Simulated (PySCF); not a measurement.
C4H5FO2, SMILES C[C@H]1OC=C(F)O1. The structure is a stationary point at PBE-D3(BJ)/def2-SVP. The structure was generated by enumeration; whether it is a known compound was not checked. The values are those of a single conformer.

All values below come from PBE-D3(BJ)/def2-SVP in PySCF.

Harmonic wavenumbers (cm⁻¹): 93, 246, 262, 355, 433, 463, 535, 643, 653, 723, 827, 863, 950, 1005, 1043, 1099, 1132, 1190, 1295, 1319, 1346, 1364, 1404, 1408, 1750, 2986, 2995, 3090, 3092, 3242. Rotational constants (GHz): 5.331, 2.265, 1.839; symmetry number 1.

Question: Work out the zero-point energy and the ideal-gas rigid-rotor harmonic-oscillator thermochemistry at 298.15 K and 1 atm.

Answer: ZPE = ½ Σ hcν = ½ × 37803 cm⁻¹ = 54.04 kcal/mol. H − E(el) = 58.63 kcal/mol. Entropy in cal/(mol K): translation 39.84, rotation 27.07, vibration 12.29, total 79.20. G − E(el) = 35.02 kcal/mol. Cp = 25.36 cal/(mol K). Modes under 150 cm⁻¹ make the vibrational entropy uncertain.
